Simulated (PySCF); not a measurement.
Radial density of Tm⁺ (thulium, charge +1)

UHF, [Xe] 4f13 6s1, high-spin 3F determinant. Calculation: PySCF 2.14, in cc-pVDZ-X2C (8s7p5d3f1g, 84 functions); the spin-free X2C one-electron Hamiltonian (Gaussian nucleus).

```json
{"r (bohr)": "0.0180", "4πr²ρ (e/bohr)": "89.44", "4πr²(ρα − ρβ)": "0.0009"}
{"r (bohr)": "0.0302", "4πr²ρ (e/bohr)": "83.86", "4πr²(ρα − ρβ)": "0.0011"}
{"r (bohr)": "0.0508", "4πr²ρ (e/bohr)": "118.5", "4πr²(ρα − ρβ)": "0.0065"}
{"r (bohr)": "0.0854", "4πr²ρ (e/bohr)": "107.2", "4πr²(ρα − ρβ)": "0.0065"}
{"r (bohr)": "0.144", "4πr²ρ (e/bohr)": "104.8", "4πr²(ρα − ρβ)": "0.0880"}
{"r (bohr)": "0.242", "4πr²ρ (e/bohr)": "79.38", "4πr²(ρα − ρβ)": "0.5088"}
{"r (bohr)": "0.407", "4πr²ρ (e/bohr)": "59.31", "4πr²(ρα − ρβ)": "1.3494"}
{"r (bohr)": "0.684", "4πr²ρ (e/bohr)": "38.90", "4πr²(ρα − ρβ)": "1.1623"}
{"r (bohr)": "1.15", "4πr²ρ (e/bohr)": "13.50", "4πr²(ρα − ρβ)": "0.3981"}
{"r (bohr)": "1.93", "4πr²ρ (e/bohr)": "3.594", "4πr²(ρα − ρβ)": "0.0854"}
{"r (bohr)": "3.25", "4πr²ρ (e/bohr)": "0.4866", "4πr²(ρα − ρβ)": "0.3403"}
{"r (bohr)": "5.47", "4πr²ρ (e/bohr)": "0.1166", "4πr²(ρα − ρβ)": "0.1153"}
{"r (bohr)": "9.21", "4πr²ρ (e/bohr)": "0.001042", "4πr²(ρα − ρβ)": "0.0010"}
```

Densities and radii are taken from the X2C orbitals without a picture-change correction, which distorts them close to the nucleus.

Spin-orbit coupling, absent here, splits the open shell strongly.
